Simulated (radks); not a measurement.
The numbers below are computed, except where a source is named.
Q: Species: Zr V. Configuration: [Kr]. Code: a radial shooting solver on a logarithmic mesh with Libxc functionals. Model: scalar-relativistic Kohn-Sham, r2SCAN, spin-unpolarised, spherical densities, finite nucleus; meta-GGA in the generalised Kohn-Sham scheme; Fermi nuclear charge, rms radius 4.2694 fm. Some entries of the table are withheld. Estimate them.

| orbital | occ. | eigenvalue (eV) | <r> (bohr) | <1/r> (bohr^-1) |
|---|---|---|---|---|
| 1s | 2 | -17908.94 | 0.03707 | 41.25 |
| 2s | 2 | -2530.201 | 0.1625 | 9.266 |
| 2p | 6 | -2258.568 | 0.1417 | 9.013 |
| 3s | 2 | -455.5624 | 0.4572 | (1) |
| 3p | 6 | (2) | (3) | (4) |
| 3d | 10 | -219.8908 | 0.4521 | 2.740 |
| 4s | 2 | -97.0629 | 1.193 | 1.131 |
| 4p | 6 | -73.5452 | (5) | 1.012 |

A: 
(1) 3s <1/r> (bohr^-1): 3.150
(2) 3p eigenvalue (eV): -366.1264
(3) 3p <r> (bohr): 0.4612
(4) 3p <1/r> (bohr^-1): 2.986
(5) 4p <r> (bohr): 1.314
